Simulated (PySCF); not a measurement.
Isomers of C4H10Si2, one GFN2-xTB conformer each. Single-point energies are computed at PBE0/pcSseg-1 (PySCF, gas phase, no added dispersion term), electronic only.

Question: Rank them by PBE0/pcSseg-1 energy, lowest first (kcal/mol).
A. `[SiH3]CC#CC[SiH3]`
B. `[CH3:1][CH2:2][SiH2:3][C:4]#[C:5][SiH3:6]` with C1–C2–Si3–C4 62°
C. `[CH3:1][SiH2:2][CH2:3][C:4]#[C:5][SiH3:6]` with C1–Si2–C3–C4 -56°
D. `[CH:1]#[C:2][Si@@H:3]([SiH3:4])[CH2:5][CH3:6]` with C2–Si3–C5–C6 179°

Answer: C (0.0), B (0.6), D (8.1), A (15.0).

Neighbours under 2.5 kcal/mol apart (C[SiH2]CC#C[SiH3] and CC[SiH2]C#C[SiH3]) can change places with a better method, another conformer or zero-point energy. GFN2-xTB itself gives, in the same order: 2.2, 4.4, 18.6, 0.0. GFN2-xTB puts [SiH3]CC#CC[SiH3] lowest instead; measured from each level's own lowest isomer, the values differ by up to 15.0 kcal/mol ([SiH3]CC#CC[SiH3]: 0.0 against 15.0).

Which frontier levels, dipoles and rotational constants go with these structures?

| SMILES | HOMO (eV, PBE0/pcSseg-1) | LUMO (eV) | dipole (D) | A, B, C (MHz) |
| --- | --- | --- | --- | --- |
| C[SiH2]CC#C[SiH3] | -7.35 | 0.33 | 1.22 | 4754, 833.2, 750.4 |
| CC[SiH2]C#C[SiH3] | -7.92 | -0.41 | 0.65 | 4498, 814.2, 720.2 |
| C#C[Si@@H]([SiH3])CC | -7.80 | -0.23 | 0.66 | 2232, 1659, 1033 |
| [SiH3]CC#CC[SiH3] | -6.80 | 0.64 | 0.46 | 4524, 828.7, 718.4 |

As an exercise, what shares would exp(−E/RT) give at 1000 K from these electronic energies alone (no entropy, no degeneracies)?

RT = 1.987 kcal/mol: C[SiH2]CC#C[SiH3] 56.5 %, CC[SiH2]C#C[SiH3] 42.5 %, C#C[Si@@H]([SiH3])CC 1.0 %, [SiH3]CC#CC[SiH3] under 0.1 %.
